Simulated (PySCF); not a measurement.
C3H13NSi2, SMILES C[SiH2]N[C@H](C)[SiH3].

Geometry: B3LYP-D3(BJ)/def2-SVP. The structure was generated by enumeration; whether it is a known compound was not checked. Other conformers were not sampled.

Two levels are set side by side: PBE/def2-TZVP (PySCF) and B3LYP/def2-TZVP (PySCF). Same geometry, gas phase. Differences are taken from unrounded values.

```csv
quantity,PBE
orbital gap (eV),4.95
highest occupied level (eV),-5.39
lowest empty level (eV),-0.44
dipole moment (D),1.71
```

Task: These are the PBE values. What does B3LYP give? (The exact figures need the calculation; the answer reports its results.)

Result: 
| quantity | B3LYP | PBE minus B3LYP |
|---|---|---|
| orbital gap (eV) | 6.69 | -1.73 |
| highest occupied level (eV) | -6.51 | 1.12 |
| lowest empty level (eV) | 0.18 | -0.62 |
| dipole moment (D) | 1.63 | 0.08 |

PBE's occupied levels lie high since its potential decays too fast outside the molecule; exact exchange lowers them and widens the gap. Differences between two approximate levels are no errors against the true value.

Rough cost on one machine, each run with all the roots and properties that it gave: B3LYP against PBE within a factor of 2.
